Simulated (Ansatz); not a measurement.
`C[N](C)[GaH][Br]` and `C[SiH2]N(C)C` differ in one atom or group.

Ansatz, PBE0-D4/def2-TZVP geometries, multiplicity 1. Each molecule was computed in one conformer, which needn't be the lowest.

Scalar relativity is left out up to krypton.

```
                                        property  `C[N](C)[GaH][Br]`
           HOMO–LUMO gap (B3LYP/def2-TZVPP) / eV                5.33
               HOMO energy (PBE/def2-TZVPP) / eV               -5.43
size of the dipole moment (B3LYP/def2-TZVPP) / D                2.45
         HOMO–LUMO gap (ωB97M-V/def2-TZVPP) / eV                9.69
           LUMO energy (ωB97M-V/def2-TZVPP) / eV                0.80
              LUMO energy (PBE0/def2-TZVPP) / eV               -0.86
```

Problem. What does the change do to each property? (Estimate.)

Solution. The calculation gave: 
```csv
property,`C[SiH2]N(C)C`,shift
HOMO–LUMO gap (B3LYP/def2-TZVPP) / eV,6.83,1.50
HOMO energy (PBE/def2-TZVPP) / eV,-4.95,0.48
size of the dipole moment (B3LYP/def2-TZVPP) / D,0.81,-1.64
HOMO–LUMO gap (ωB97M-V/def2-TZVPP) / eV,11.06,1.37
LUMO energy (ωB97M-V/def2-TZVPP) / eV,2.50,1.70
LUMO energy (PBE0/def2-TZVPP) / eV,1.04,1.90
```

With PBE0 the HOMO rises by 0.38 eV and the LUMO rises by 1.90 eV, so the gap widens by about 1.52 eV. PBE moves the HOMO by 0.48 eV and ωB97M-V by 0.33 eV. Dipoles are sizes alone; their direction can turn.

B3LYP here is the variant with VWN-RPA as its local correlation; programs differ in this.

Spin–orbit coupling is left out; it splits and shifts lone-pair levels of the heavy atoms by tenths of an eV.
